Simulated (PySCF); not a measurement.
A species of formula C5H14OP2 has this rotational fingerprint, computed with PBE0/pcSseg-1 in PySCF (dipole) on a GFN2-xTB geometry, gas phase:

- Rotational constants: A = 2897, B = 686.7, C = 640.0 MHz
- Dipole components: |μa| = 0.42 D, |μb| = 1.80 D, |μc| = 2.36 D
- Inertial defect: -120.65 u·Å²
- κ: -0.96

Problem. Which candidate fits, each taken in the one conformer that was computed?
A. `[CH3:1][P:2]([CH3:3])[CH2:4][CH2:5][P@H:6]([CH3:7])=[O:8]` with C1–P2–C4–C5 -71°, P2–C4–C5–P6 -43°, C4–C5–P6–C7 -45°
B. `[CH3:1][CH2:2][CH2:3][P@H:4](=[O:5])[CH2:6][CH2:7][PH2:8]` with C1–C2–C3–P4 -62°, C2–C3–P4–O5 -44°, C3–P4–C6–C7 175°, P4–C6–C7–P8 57°, C6–C7–P8–H -87° and 180°
C. `[CH3:1][CH2:2][P:3]([CH2:4][PH2:5])[CH2:6][O:7][CH3:8]` with C1–C2–P3–C4 175°, C2–P3–C4–P5 -153°, P3–C4–P5–H -51° and -143°, C2–P3–C6–O7 164°, P3–C6–O7–C8 178°

Solution. B. It is CCC[P@H](=O)CCP, a near-prolate asymmetric top, point group C1. The candidates at the same level (rigid rotor, commonest isotopes):

| SMILES | A (MHz) | B (MHz) | C (MHz) | μa (D) | μb (D) | μc (D) | Δ (u·Å²) | point group | rotor |
| --- | --- | --- | --- | --- | --- | --- | --- | --- | --- |
| CCP(CP)COC | 1942 | 930.9 | 676.1 | 1.44 | 1.30 | 1.33 | -55.63 | C1 | asymmetric top |
| CP(C)CC[P@H](C)=O | 2668 | 773.9 | 720.1 | 4.77 | 1.18 | 1.01 | -140.63 | C1 | near-prolate asymmetric top |
| CCC[P@H](=O)CCP | 2897 | 686.7 | 640.0 | 0.42 | 1.80 | 2.36 | -120.65 | C1 | near-prolate asymmetric top |

`CP(C)CC[P@H](C)=O` has B 13 % too high; `CCP(CP)COC` has B 36 % too high. No structure here is proved a minimum.
